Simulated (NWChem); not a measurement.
The numbers come from NWChem runs, not from measurements. System: BrCl, charge 0, spin multiplicity 1, displaced from the optimised geometry. Level: MP2/def2-SVP, 14 core orbitals frozen, spin-restricted.

Part of the output:

```
             Northwest Computational Chemistry Package (NWChem) 7.3.0
             --------------------------------------------------------

                                NWChem Input Module
                                -------------------

 Scaling coordinates for geometry "geometry" by  1.889725989
 (inverse scale =  0.529177249)

                             Geometry "geometry" -> ""
                             -------------------------

 Output coordinates in angstroms (scale by  1.889725989 to convert to a.u.)

  No.       Tag          Charge          X              Y              Z
 ---- ---------------- ---------- -------------- -------------- --------------
    1 Cl                  17.0000     0.00000000     0.00000000     2.57520700
    2 Br                  35.0000     0.00000000     0.00000000    -0.71768100

 Effective nuclear repulsion energy (a.u.)      95.6183335585

            Nuclear Dipole moment (a.u.)
            ----------------------------
        X                 Y               Z
 ---------------- ---------------- ----------------
     0.0000000000     0.0000000000    35.2616897935


 Summary of "ao basis" -> "" (spherical)
 ------------------------------------------------------------------------------
       Tag                 Description            Shells   Functions and Types
 ---------------- ------------------------------  ------  ---------------------
 *                          def2-svp                  on all atoms

 Summary of "ao basis" -> "ao basis" (spherical)
 ------------------------------------------------------------------------------
       Tag                 Description            Shells   Functions and Types
 ---------------- ------------------------------  ------  ---------------------
 Cl                         def2-svp                 8       18   4s3p1d
 Br                         def2-svp                12       32   5s4p3d

                                 NWChem SCF Module
                                 -----------------

  ao basis        = "ao basis"
  functions       =    50
  atoms           =     2
  closed shells   =    26
  open shells     =     0
  charge          =   0.00
  wavefunction    = RHF
  use symmetry    = F
  symmetry adapt  = F

 Summary of "ao basis" -> "ao basis" (spherical)
 ------------------------------------------------------------------------------
       Tag                 Description            Shells   Functions and Types
[...]
  Mulliken analysis of the total density
  --------------------------------------

    Atom       Charge   Shell Charges
 -----------   ------   -------------------------------------------------------
    1 Cl  17    17.06   2.00  1.99  1.26  0.75  5.94  1.97  3.15  0.00
    2 Br  35    34.94   2.00  2.00  2.00  1.42  0.58  6.00  5.99  2.14  2.82  8.23  1.73  0.04

       Multipole analysis of the density wrt the origin
       ------------------------------------------------

     L   x y z        total         open         nuclear
     -   - - -        -----         ----         -------
     0   0 0 0     -0.000000      0.000000     52.000000

     1   1 0 0      0.000000      0.000000      0.000000
     1   0 1 0      0.000000      0.000000      0.000000
     1   0 0 1     -0.440488      0.000000     35.261690

     2   2 0 0    -23.479283      0.000000      0.000000
     2   1 1 0      0.000000      0.000000      0.000000
     2   1 0 1     -0.000000      0.000000      0.000000
     2   0 2 0    -23.479283      0.000000      0.000000
     2   0 1 1     -0.000000      0.000000      0.000000
     2   0 0 2    -20.135920      0.000000    466.974007

                   NWChem MP2 Semi-direct Energy/Gradient Module
                   ---------------------------------------------

  Basis functions       =     50
  Molecular orbitals    =     50
  Frozen core           =     14
  Frozen virtuals       =      0
  Active alpha occupied =     12
  Active beta occupied  =     12
  Active alpha virtual  =     24
  Active beta virtual   =     24
  Use MO symmetry       = F
  Use skeleton AO sym   = F

  AO/Fock/Back tols     =   1.0D-09  1.0D-09  1.0D-09

 GA uses MA = F    GA memory limited = T

 Available:
  local mem=  1.26D+08
 global mem=  1.44D+08
 local disk=  0.00D+00
  mp2_memr nvloc                    24
  nvloc new                    24
   1 passes of  12:        3145728                      12444                   1140214.
   1 passes of  12: M    126153114           G      144174200           F     123007386.

 Semi-direct pass number   1 of   1  for RHF alpha+beta  at        0.7s
  vrange nnbf                  1160
  mp2_eaftype                    10  avail_ma_in_mb                  1099
 EAF : mp2_eaftype filesize          10     570107.
  mp2_eaf for mointskh                     10
Node 0 wrote      2.7 Mb in      0.0 s     Agg I/O rate:  1442.3 Mb/s
 Done moints_semi at        1.4s
  mp2_eaftype                    10  avail_ma_in_mb                  1089
 EAF : mp2_eaftype filesize          10     570107.
  mp2_eaf for kh                    10
 Done maket at        1.4s
 Done multipass loop at        1.4s

          -------------------------------------------
          SCF energy               -3031.298133282601
          Correlation energy          -0.397487495516
          Singlet pairs               -0.239771233882
          Triplet pairs               -0.157716261634
          Total MP2 energy         -3031.695620778116
          -------------------------------------------

          ---------------------------------------------------
                    Spin Component Scaled (SCS) MP2
          Same spin pairs                     -0.105144174423
          Same spin scaling factor             0.333333333333
          Opposite spin pairs                 -0.292343321093
          Opposite spin scaling fact.          1.200000000000
          SCS-MP2 correlation energy          -0.385860043453
          Total SCS-MP2 energy             -3031.683993326053
          ---------------------------------------------------

 -----------------------
 Performance information
 -----------------------

 Timer overhead =  1.77D-07 seconds/call

               Nr. of calls         CPU time (s)                 Wall time (s)                GFlops
             ---------------    -------------------     ------------------------------   -------------------
Name         Min   Avg   Max    Min     Avg     Max     Min     Avg     Max   Mx/calls   Min     Max     Sum
mp2: moin     1     1     1   0.72    0.72    0.72     0.72    0.72    0.72    0.72      0.0     0.0     0.0
mp2: make     1     1     1   1.38E-2 1.38E-2 1.38E-2  1.38E-2 1.38E-2 1.38E-2 1.38E-2   0.0     0.0     0.0
mp2: tota     1     1     1   0.76    0.76    0.76     0.76    0.76    0.76    0.76      0.0     0.0     0.0

 The average no. of pstat calls per process was 3.00D+00
 with a timing overhead of 5.32D-07s

 Task  times  cpu:        1.3s     wall:        1.3s

 Total times  cpu:        1.4s     wall:        1.4s
```

**Question.** Write an NWChem input that would produce this output.

**Answer.** One answer among several that fit: 
```
start mol
memory heap 200 mb stack 900 mb global 1100 mb
geometry units angstroms nocenter noautoz noautosym
  Cl     0.000000     0.000000     2.575207
  Br     0.000000     0.000000    -0.717681
end
basis spherical
  * library def2-svp
end
scf
  rhf
  nopen 0
  maxiter 100
  thresh 1e-7
  semidirect memsize 60000000 filesize 0
end
mp2
  freeze core 14
end
task mp2 energy
```
